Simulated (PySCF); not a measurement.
Compound: C4H3N2O3 (doublet state).
Geometry (GFN2-xTB, Å), atoms numbered from 1 in this order:
```xyz
12
C4H3N2O3 angstrom
C     -2.9049   -0.4026    0.1295
O     -1.7254   -0.8300    0.5827
C     -0.6194   -0.2206    0.2154
N     -0.5431    0.8265   -0.5988
O      0.7838    1.0957   -0.6766
C      1.4174    0.1977    0.0908
C      2.8780    0.1812    0.2548
O      3.6387    0.9463   -0.2666
N      0.5929   -0.6353    0.6625
H     -2.9658    0.4370   -0.5354
H     -3.7462   -0.9641    0.4815
H      3.1951   -0.6325    0.9286
```

The hyperfine couplings belong to this conformer and change with its torsions.

The species is `[CH2]OC1=NOC(C=O)=N1` [radical].

Method used: PySCF 2.14.0, UKS B3LYP, pcH-1 on C H N O, non-relativistic, mean-field spin-orbit, GIAO. One conformer (not necessarily the lowest) at the GFN2-xTB geometry, without solvent, vibrations or thermal averaging. A GFN2-xTB geometry isn't a minimum of the functional, and hyperfine couplings can be far from their values at a DFT geometry. No stability test was run, so a lower SCF solution isn't excluded.

Match the computed a_iso(17O) values -9.9, -2.9 MHz with the sites O2; O5.

| site | a_iso (MHz) | ρ(0) (bohr⁻³) | position | distance from C1 (Å) | spin population | largest \|T\| (MHz) |
| --- | --- | --- | --- | --- | --- | --- |
| O2 | -9.9 | +0.0163 | 1 bond from C1 | 1.33 | +0.05 | 40.6 |
| O5 | -2.9 | +0.0048 | 4 bonds from C1 | 4.06 | +0.02 | 9.5 |

ρ(0) is the spin density at the nucleus and T the dipolar tensor. Largest spin populations (Mulliken): C1 (+0.96) and N4 (+0.08). C1 is the only atom above +0.15. The angles at C1 add up to 360.0°, so it is planar; its axial dipolar tensor and the negative couplings of its protons fit spin in a p orbital normal to that plane.

The spin density at the nucleus, in bohr⁻³, is negative for H10 (-0.0148), H11 (-0.0147) and C3 (-0.0041), for instance. A restricted open-shell determinant has no negative spin density anywhere; here it arises because α and β orbitals differ (spin polarisation).

H10 and H11 aren't averaged: C1 is flat or nearly so (angle sum 360°), and its turn about the short C1–O2 bond (1.33 Å) is taken as slow.
